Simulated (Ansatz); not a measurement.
Saddle point of Si4NH12O3F, singlet (Si₄H₉O₃F ([F][Si]([O][SiH3])([O][SiH3])[O][SiH3]) + NH₃ → Si₃NH₈O₂F ([NH2][Si]([F])([O][SiH3])[O][SiH3]) + SiH₄O ([OH][SiH3]); bonds formed: Si1–N10, O2–H9; bonds broken: Si1–O2, H9–N10), PBE0-D4/def2-TZVP structure:

Si1  (0.541, -0.708, 1.410)
O2  (0.164, 0.600, -0.439)
Si3  (-0.232, 1.310, -1.839)
O4  (-0.931, -0.242, 1.832)
Si5  (-2.145, 0.640, 1.129)
O6  (0.852, -1.880, 0.365)
Si7  (0.515, -2.182, -1.227)
F8  (1.101, -1.325, 2.777)
H9  (1.330, 1.053, 0.410)
N10  (1.763, 0.667, 1.326)
H11  (-1.236, 2.400, -1.647)
H12  (0.973, 1.933, -2.473)
H13  (-0.807, 0.354, -2.830)
H14  (-3.283, 0.506, 2.075)
H15  (-1.776, 2.073, 1.041)
H16  (-2.561, 0.098, -0.184)
H17  (1.405, -1.400, -2.117)
H18  (0.809, -3.626, -1.412)
H19  (-0.911, -1.929, -1.530)
H20  (2.721, 0.348, 1.222)
H21  (1.709, 1.309, 2.110)
(Å)

Energies are electronic, without zero-point energy. Barriers and step energies count from the start structure reached by relaxing down the imaginary mode; all methods use the PBE0-D4 structures, on which another method's saddle can fall below an end. Computed with Ansatz 0.2.0 (basis: def2-TZVPP, with def2-QZVPP for the basis limit); correlated methods freeze the cores. B3LYP uses VWN-RPA correlation. Extrapolation: Hartree–Fock as exp(−7.88 √X), correlation as X^−2.97.

| method | barrier (eV) | step energy (eV) |
| --- | --- | --- |
| SPW92 | 0.819 | 0.340 |
| PBE-D4 | 1.178 | 0.422 |
| BLYP-D4 | 1.373 | 0.485 |
| r2SCAN-D4 | 1.334 | 0.527 |
| B97M-V | 1.500 | 0.600 |
| PBE0-D4 | 1.328 | 0.481 |
| B3LYP-D4 | ? | 0.531 |
| r2SCAN0-D4 | 1.430 | 0.554 |
| BHLYP-D4 | 1.654 | 0.611 |
| CAM-B3LYP-D4 | 1.502 | 0.537 |
| wB97X-V | 1.443 | 0.540 |
| wB97M-V | ? | 0.540 |
| B2PLYP | 1.546 | 0.560 |
| PBE-QIDH | 1.413 | 0.535 |
| RPA on PBE | ? | 0.564 |
| HF | 2.227 | 0.768 |
| MP2 | 1.399 | 0.536 |
| CCSD | 1.597 | 0.594 |
| CCSD(T) | 1.464 | 0.558 |

Question: Fill in the withheld barriers. (Judge from chemistry; the value comes from the calculation.)

Answer: The calculation gives: RPA on PBE 1.484; wB97M-V 1.386; B3LYP-D4 1.485 eV. Each is the energy of the saddle less that of the start structure, by the same method.

For comparison, the barrier by CCSD(T) at an estimated basis limit (MP2 extrapolated from triple and quadruple zeta, plus CCSD(T) − MP2 in triple zeta) is 1.458 eV.

No T1 diagnostic of these runs exceeds 0.013.

Labels in which every atom is bracketed show which atoms are joined, not bond orders.

For scale, one of the runs: CCSD(T)/def2-TZVPP, 491 basis functions, launched by `ansatz run in.yaml --threads 4 --pin off --events-out ev --progress --plain --max-ram 46080MiB --backend cuda --devices 0, --max-vram 37GiB`. The run took 74 s on 4 CPU threads of an AMD EPYC 7R13 and a share of one NVIDIA H100 (shared host), with 1.4 GiB of host memory at its peak.
